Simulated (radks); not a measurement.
Values are calculated unless marked as measured or tabulated.
Valence configurations of Fe+ (all share [Ar]). Code: a radial shooting solver on a logarithmic mesh with Libxc functionals. Model: non-relativistic Kohn-Sham, PBEsol, spin-polarised, spherical densities, point nucleus; open shells are filled with parallel spins first. Energies are relative to 3d6 4s1; eigenvalues in eV for spin up.

3d6.5 4s0.5: E (eV) -0.073; moment (Bohr magnetons) 4; e(3d) -14.949; e(4s) -11.888
3d6 4s1: E (eV) 0.000; moment (Bohr magnetons) 5; e(3d) -17.597; e(4s) -12.916
3d7: E (eV) 0.214; moment (Bohr magnetons) 3; e(3d) -12.571
3d6 4s0.5 4p0.5: E (eV) 2.551; moment (Bohr magnetons) 5; e(3d) -18.264; e(4p) -8.202; e(4s) -13.315
3d5.5 4s1 4p0.5: E (eV) 3.259; moment (Bohr magnetons) 6; e(3d) -21.163; e(4p) -8.891; e(4s) -14.303
3d5 4s2: E (eV) 4.012; moment (Bohr magnetons) 5; e(3d) -23.764; e(4s) -14.379
3d6 4p1: E (eV) 5.111; moment (Bohr magnetons) 5; e(3d) -18.917; e(4p) -8.563
3d5 4s1 4p1: E (eV) 7.420; moment (Bohr magnetons) 7; e(3d) -24.943; e(4p) -9.891; e(4s) -15.633
3d5 4p2: E (eV) 13.191; moment (Bohr magnetons) 7; e(3d) -26.179; e(4p) -10.498
3d4 4s2 4p1: E (eV) 21.820; moment (Bohr magnetons) 5; e(3d) -31.625; e(4p) -10.870; e(4s) -17.086

NIST lists [Ar] 3d6 4s1 as the ground configuration; this level of theory puts 3d6.5 4s0.5 lower, by 0.073 eV. The energies are those of spherical high-spin densities, not of single terms.
